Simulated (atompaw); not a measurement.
**Scattering properties, PAW (atompaw) potential for Ru (Z = 44)**

atompaw 4.2.0.5 input, output lines left out:

```
Ru 44
LDA-PW scalarrelativistic loggrid 1500 logderivrange -6 5 276
5 5 4 0 0 0
5 0 0
5 1 0
4 2 7
0 0 0
c
c
c
c
v
c
c
v
v
c
v
2
2.45 2.10 2.30 2.40
y
-0.15
n
n
y
0.2
n
custom rrkj gramschmidtortho besselshape
bessel
2.45
2.45
1.60
2.45
1.40
2.45
```

The phase is arctan(r·u′/u) with u = r·R(r), unwrapped; energies in Ry, scanned from -6 to 5 Ry. A pole is an energy at which the radial function vanishes at the test radius. The pseudo phase is shifted by a multiple of π to meet the all-electron one at the reference energy, and phase errors are pseudo minus all-electron; the curves can meet again beyond the range given. Levels narrower than the energy grid can be missing from the lists of poles.

| channel | radius (bohr) | reference energy (Ry) | poles, all-electron | poles, pseudo | unbroken range about the reference energy with phases within 0.05 rad | phase error 1 Ry above the reference energy (rad) |
| --- | --- | --- | --- | --- | --- | --- |
| s | 2.46 | -0.80 | 2.36 | 2.14, 3.26 | -6.0 to 2.4 | -0.000 |
| p | 2.46 | -0.46 | -3.88, 3.72 | -3.88, 3.48 | the whole range | -0.014 |
| d | 2.46 | -0.94 | -0.47 | -0.47, 2.67 | below 1.4 | -0.000 |

Phases in the d channel:

```tsv
E (Ry)	all-electron	pseudo
-6.00	1.395	1.393
-5.52	1.387	1.385
-5.04	1.377	1.374
-4.56	1.365	1.362
-4.08	1.350	1.347
-3.60	1.331	1.328
-3.12	1.305	1.302
-2.64	1.267	1.264
-2.16	1.202	1.199
-1.68	1.048	1.044
-1.20	0.182	0.179
-0.72	-1.404	-1.405
-0.24	-1.653	-1.653
0.24	-1.765	-1.765
0.72	-1.862	-1.864
1.20	-1.990	-2.011
1.68	-2.219	-2.416
2.16	-2.755	-4.045
2.64	-3.672	-4.692
3.12	-4.192	-4.937
3.60	-4.409	-5.199
4.08	-4.520	-5.702
4.56	-4.589	-6.593
```
